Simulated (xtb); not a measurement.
C$_{3}$H$_{9}$OSi (SMILES CCO[SiH]C), doublet, geometry from GFN2-xTB, atoms displaced at random by about 0.06 Å a coordinate; GFN2-xTB run with xtb 6.7.1.

xtb was given this input:
```
$ xtb mol.xyz --gfn 2 --chrg 0 --uhf 1 --ohess --json

# file mol.xyz
14

C      2.41447585    -1.24592989    -0.45164118
C      1.16518713    -0.35761243    -0.84808973
O      0.53116077    -0.06317373     0.40064917
Si    -0.80740977     0.79337247     0.69538889
C     -2.47257892     0.04155398     0.04421244
H      2.92366076    -1.37919522    -1.35970833
H      2.15870971    -2.01329398     0.08481445
H      3.01664421    -0.55193179     0.23065088
H      1.28800000     0.48507851    -1.30045877
H      0.51754626    -1.05785328    -1.32546108
H     -0.73763151     2.22998470     0.23936427
H     -2.38805374    -1.08844211     0.32747156
H     -3.39944430     0.52638326     0.15618602
H     -2.34894901    -0.02973148    -1.13665018
```

It wrote (shortened):

```
   ID    Z sym.   atoms
    1    6 C      1, 2, 5
    2    8 O      3
    3   14 Si     4
    4    1 H      6-14

           -------------------------------------------------
          |                Calculation Setup                |
           -------------------------------------------------

           -------------------------------------------------
          |                 G F N 2 - x T B                 |
           -------------------------------------------------

          ...................................................
          :                      SETUP                      :
          :.................................................:
          :  # basis functions                  35          :
          :  # atomic orbitals                  34          :
          :  # shells                           20          :
          :  # electrons                        31          :
          :  max. iterations                   250          :
          :  Hamiltonian                  GFN2-xTB          :
          :  restarted?                      false          :
          :  GBSA solvation                  false          :
          :  PC potential                    false          :
          :  electronic temp.          300.0000000     K    :
          :  accuracy                    1.0000000          :
          :  -> integral cutoff          0.2500000E+02      :
          :  -> integral neglect         0.1000000E-07      :
          :  -> SCF convergence          0.1000000E-05 Eh   :
          :  -> wf. convergence          0.1000000E-03 e    :
          :  Broyden damping             0.4000000          :
          :  net charge                          0          :
          :  unpaired electrons                  1          :
          ...................................................

 iter      E             dE          RMSdq      gap      omega  full diag
   1    -16.9247147 -0.169247E+02  0.478E+00    3.45       0.0  T
   2    -16.9553000 -0.305853E-01  0.292E+00    3.44       1.0  T
   3    -16.9564858 -0.118581E-02  0.110E+00    3.52       1.0  T
   4    -16.9569029 -0.417095E-03  0.435E-01    3.55       1.0  T
   5    -16.9571179 -0.215049E-03  0.226E-01    3.54       1.0  T
   6    -16.9571370 -0.191172E-04  0.671E-02    3.52       1.0  T
   7    -16.9571448 -0.772513E-05  0.319E-02    3.52       1.0  T
   8    -16.9571456 -0.814350E-06  0.129E-02    3.52       2.1  T
[...]
         :: total energy             -16.733346112216 Eh    ::
 * total energy  :   -16.7333461 Eh     change       -0.5979217E-11 Eh
 * total energy  :   -16.7755250 Eh     change       -0.4217887E-01 Eh
 * total energy  :   -16.7822747 Eh     change       -0.6749684E-02 Eh
 * total energy  :   -16.7828902 Eh     change       -0.6155212E-03 Eh
 * total energy  :   -16.7830979 Eh     change       -0.2076665E-03 Eh
 * total energy  :   -16.7831425 Eh     change       -0.4468160E-04 Eh
 * total energy  :   -16.7831541 Eh     change       -0.1157163E-04 Eh
 * total energy  :   -16.7831575 Eh     change       -0.3368598E-05 Eh
   *** GEOMETRY OPTIMIZATION CONVERGED AFTER 8 ITERATIONS ***
         :: total energy             -16.783157471916 Eh    ::
[...]
       1     24.47    -1.85848 (  5.43%)    -1.26721 ( 94.57%)    -1.29931
       2     62.74    -1.30267 ( 71.25%)    -0.98894 ( 28.75%)    -1.21248
       3    115.22    -0.94782 ( 96.58%)    -0.80903 (  3.42%)    -0.94306
       4    158.76    -0.76462 ( 99.03%)    -0.71414 (  0.97%)    -0.76413
       5    204.92    -0.62268 ( 99.65%)    -0.63856 (  0.35%)    -0.62274
       6    229.47    -0.56145 ( 99.78%)    -0.60505 (  0.22%)    -0.56155
   ------------------------------------------------------------------------

   temp. (K)  partition function   enthalpy   heat capacity  entropy
                                   cal/mol     cal/K/mol   cal/K/mol   J/K/mol
 298.15  VIB   572.                 3373.633     19.269     21.740
         ROT  0.154E+06              888.752      2.981     26.718
         INT  0.882E+08             4262.385     22.250     48.458
         TR   0.815E+27             1481.254      4.968     39.359
         TOT                        5743.6391    27.2181    87.8166   367.4247

       T/K    H(0)-H(T)+PV         H(T)/Eh          T*S/Eh         G(T)/Eh
   ------------------------------------------------------------------------
    298.15    0.915307E-02    0.122214E+00    0.417245E-01    0.804891E-01
   ------------------------------------------------------------------------

         :::::::::::::::::::::::::::::::::::::::::::::::::::::
         ::                  THERMODYNAMIC                  ::
         :::::::::::::::::::::::::::::::::::::::::::::::::::::
         :: total free energy         -16.702668401134 Eh   ::
         ::.................................................::
         :: total energy              -16.783157471916 Eh   ::
         :: zero point energy           0.113060508264 Eh   ::
         :: G(RRHO) w/o ZPVE           -0.032571437481 Eh   ::
         :: G(RRHO) contrib.            0.080489070783 Eh   ::
         :::::::::::::::::::::::::::::::::::::::::::::::::::::

optimized geometry written to: xtbopt.xyz

           -------------------------------------------------
          | TOTAL ENERGY              -16.783157471916 Eh   |
          | TOTAL ENTHALPY            -16.660943892080 Eh   |
          | TOTAL FREE ENERGY         -16.702668401134 Eh   |
          | GRADIENT NORM               0.000730675297 Eh/α |
          | HOMO-LUMO GAP               3.543503267253 eV   |
           -------------------------------------------------

normal termination of xtb
```
